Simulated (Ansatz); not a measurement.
C2H5B2ClO. Total charge 0; spin multiplicity 1. The bonds changed during the relaxation, so this is another structure than the one it started from.

```xyz
11

O     0.9542    1.3016   -0.9450
C     0.0007    0.4124   -0.5514
Cl   -1.1147   -1.9442    0.2843
B     0.1228   -1.0409   -0.7865
B    -0.0052   -0.4772    0.9750
C    -0.8107    0.8301    0.6093
H     1.5600    0.8656   -1.5535
H     0.8882   -1.6890   -1.4186
H     0.7753   -0.7755    1.8135
H    -1.8900    0.7477    0.5287
H    -0.4805    1.7691    1.0443
```

List the harmonic frequencies (cm⁻¹, unscaled) at PBE0-D4/def2-TZVP in Ansatz. (Estimate.)

Computed: 213, 281, 378, 395, 442, 475, 492, 686, 721, 743, 769, 815, 844, 932, 950, 1015, 1045, 1057, 1194, 1345, 1449, 1453, 2711, 2725, 3132, 3207, 3829.

Is this a minimum?

Yes, all 27 modes are real.

Give the ideal-gas thermochemistry at 298.15 K and 1 bar (rigid rotor, harmonic oscillator; point group C1, symmetry number 1).

Zero-point energy 199.2 kJ/mol; H(298) − E = 217.4 kJ/mol; entropy 319.8 J/(mol·K), of which translation 166.6, rotation 112.1, vibration 41.1; G(298) − E = 122.0 kJ/mol.
